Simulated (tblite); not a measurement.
Compound: C3H4ClOSi (doublet state).
SMILES with atom numbers: `[O:1]=[CH:2]/[C:3]([Cl:4])=[C:5]\[SiH3:6]` (hydrogens: H7 on C2; H8, H9, H10 on Si6)

Computed geometry: GFN2-xTB, gas phase. This method treats the open shell by occupation alone, without spin polarisation.

Problem. List the bond lengths, angles and torsions at this level.

Solution. 
| bond | length (Å) |
| --- | --- |
| O1=C2 | 1.198 |
| C2–C3 | 1.485 |
| C3–Cl4 | 1.750 |
| C3=C5 | 1.305 |
| C5–Si6 | 1.857 |
| C2–H7 | 1.103 |
| Si6–H8, Si6–H9, Si6–H10 | 1.463 |

Bonds in one row agree within 0.01 Å and their mean is given. A selection of angles:
| angle | degrees |
| --- | --- |
| O1–C2–C3 | 124.3 |
| O1–C2–H7 | 122.8 |
| C3–C2–H7 | 112.9 |
| C2–C3–Cl4 | 113.6 |
| C2–C3–C5 | 121.9 |
| Cl4–C3–C5 | 124.6 |
| C3–C5–Si6 | 133.8 |
| C5–Si6–H8 | 107.4 |
| C5–Si6–H10 | 106.1 |
| H8–Si6–H9 | 113.0 |
| H8–Si6–H10 | 111.1 |

Dihedral angles: O1–C2–C3–Cl4 180° (antiperiplanar); C2–C3–C5–Si6 0° (synperiplanar).

Of the pairs four or more bonds apart, O1···Si6 is among the closest relative to their van der Waals radii: 3.07 Å, 85 % of the sum of Bondi's values. C3 (carbon bonded to 2 C and Cl) is planar (angles 124.6°, 121.9° and 113.6°, sum 360.0°, 0.00 Å off the plane of its three neighbours). The 6 heavy atoms lie in one plane (0.003 Å rms). C2 (carbon bonded to C, O and H) is planar (angles 124.3°, 122.8° and 112.9°, sum 360.0°, 0.00 Å off the plane of its three neighbours). The C–C distances run from 1.305 Å (C3=C5, drawn double) to 1.485 Å (C2–C3, drawn single), a spread of 0.180 Å. Si6 (silicon bonded to C and 3 H) is distorted tetrahedral (angles from 106.1° to 113.0°).

Point group: Cs (every atom within 0.08 Å of its image). Its GFN2-xTB frequencies are all real (lowest 50 cm⁻¹). 3 starts were optimised and ended at 0.00, 0.39 and 1.34 kcal/mol (GFN2-xTB); the lowest of these is shown.

One conformer stands for the species.
